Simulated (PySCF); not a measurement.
Job file and geometry (Å, from GFN2-xTB) of an NMR shielding run on `C[C@@H](N[SiH3])C1[C@H](F)[C@H]1F`, C5H11F2NSi, GIAO PBE0/pcSseg-1 NMR shielding, non-relativistic, gas phase in PySCF 2.14.0, density-fitted response routines; density fitting, a coarse starting grid and PySCF grid level 2 are the driver's defaults:

```
$ OMP_NUM_THREADS=1 python probes_run.py task.json out

{"job": {"kind": "nmr", "xc": "PBE0", "basis": "pcSseg-1"}, "charge": 0, "multiplicity": 1}
C     -0.932557    -1.589809    -0.254280
C     -0.162256    -0.324729    -0.610012
N     -1.040073     0.816676    -0.716036
Si    -2.318980     1.229904     0.359491
C      0.931892    -0.077757     0.424149
C      2.291025    -0.685754     0.246471
F      2.961922    -1.134604     1.342219
C      2.113549     0.789856     0.090308
F      2.212847     1.302601    -1.168974
H     -1.727927    -1.749874    -0.975846
H     -1.371619    -1.497954     0.735054
H     -0.265363    -2.447850    -0.263649
H      0.319664    -0.467796    -1.587714
H     -0.567447     1.587030    -1.164703
H     -3.379406     0.230506     0.222090
H     -1.931040     1.291384     1.779877
H     -2.743719     2.549629    -0.096668
H      0.563524     0.009457     1.438554
H      2.511721    -1.296930    -0.619618
H      2.529095     1.476693     0.816253
```

Q: What does the program print?

A: 
```
coarse grid: 17112 points
cycle   1  E = -740.2275887031  dE =  1.157e+00  |g| = 6.896e-01  |ddm| = 3.962e+00
cycle   2  E = -740.1596281217  dE =  6.796e-02  |g| = 9.546e-01  |ddm| = 1.264e+00
cycle   3  E = -740.3124587123  dE = -1.528e-01  |g| = 8.186e-02  |ddm| = 7.948e-01
cycle   4  E = -740.3136151194  dE = -1.156e-03  |g| = 3.399e-02  |ddm| = 8.973e-02
cycle   5  E = -740.3138781432  dE = -2.630e-04  |g| = 5.950e-03  |ddm| = 3.394e-02
cycle   6  E = -740.3138846385  dE = -6.495e-06  |g| = 2.417e-03  |ddm| = 7.458e-03
final grid: 161264 points
cycle   7  E = -740.3770017785  dE = -5.506e-05  |g| = 9.958e-03  |ddm| = 3.833e-02
cycle   8  E = -740.3769824458  dE =  1.933e-05  |g| = 1.409e-02  |ddm| = 2.287e-02
cycle   9  E = -740.3770246425  dE = -4.220e-05  |g| = 1.062e-03  |ddm| = 1.313e-02
cycle  10  E = -740.3770248360  dE = -1.935e-07  |g| = 2.785e-04  |ddm| = 1.011e-03
cycle  11  E = -740.3770248491  dE = -1.308e-08  |g| = 7.602e-05  |ddm| = 2.641e-04
cycle  12  E = -740.3770248503  dE = -1.215e-09  |g| = 2.392e-05  |ddm| = 9.280e-05
cycle  13  E = -740.3770248504  dE = -1.153e-10  |g| = 3.469e-06  |ddm| = 2.152e-05
converged SCF energy = -740.3770248504

GIAO shielding tensors (ppm)
atom      isotropic    diamagn.    paramagn.     s11        s22        s33       span
  0 C      164.604     248.060     -83.455    149.666    160.554    183.593     33.927
  1 C      137.820     241.089    -103.268    111.926    138.243    163.292     51.366
  2 N      234.186     323.757     -89.571    195.191    218.148    289.218     94.027
  3 Si     418.051     880.299    -462.249    377.739    403.887    472.526     94.787
  4 C      148.454     248.125     -99.671    118.732    136.477    190.153     71.421
  5 C      108.252     253.182    -144.930     56.496     81.119    187.142    130.646
  6 F      410.874     468.207     -57.333    381.914    406.962    443.745     61.831
  7 C      108.641     246.764    -138.122     56.364     81.576    187.985    131.621
  8 F      431.531     473.979     -42.449    405.636    420.635    468.320     62.684
  9 H       30.061      30.114      -0.053     25.895     27.209     37.078     11.182
 10 H       30.249      31.556      -1.308     27.080     29.072     34.594      7.513
 11 H       30.086      30.345      -0.259     25.116     28.827     36.315     11.198
 12 H       28.825      32.087      -3.262     25.823     28.324     32.327      6.504
 13 H       31.090      34.466      -3.376     21.252     30.757     41.261     20.009
 14 H       26.998      29.424      -2.426     23.087     25.564     32.344      9.257
 15 H       26.748      30.073      -3.325     22.735     25.461     32.047      9.313
 16 H       27.296      29.135      -1.839     23.921     25.152     32.814      8.893
 17 H       29.999      32.547      -2.548     25.290     29.835     34.873      9.582
 18 H       27.160      31.562      -4.403     22.557     29.079     29.842      7.285
 19 H       26.741      30.122      -3.381     22.021     27.105     31.097      9.076
```

Q: Turn these shieldings into chemical shifts. δ = σ(ref) − σ, references computed at the same level: TMS for $^{13}$C (σref 186.93), $^{29}$Si (σref 349.16), $^{1}$H (σref 31.72); NH3 for $^{15}$N (σref 267.73); CFCl3 for $^{19}$F (σref 170.95).

A: Averaging equivalent atoms: C 5: 78.7; C 7: 78.3; C 1: 49.1; C 4: 38.5; C 0: 22.3; N 2: 33.5; Si 3: -68.9; F 6: -239.9; F 8: -260.6; H 19: 4.98; H 14/15/16: 4.70; H 18: 4.56; H 12: 2.89; H 17: 1.72; H 9/10/11: 1.59; H 13: 0.63 ppm. Unscaled 19F shifts against computed CFCl3 carry errors that often reach 10 to 50 ppm. Experimental scales use liquid or dissolved standards, which lie at an offset from isolated NH3 (liquid NH3: subtract about 20 ppm).

Size and cost of the density-fitted run: 215 basis functions, 33 s wall time on 1 thread of an Intel Xeon 6975P-C, shared host; peak memory 1 GiB.
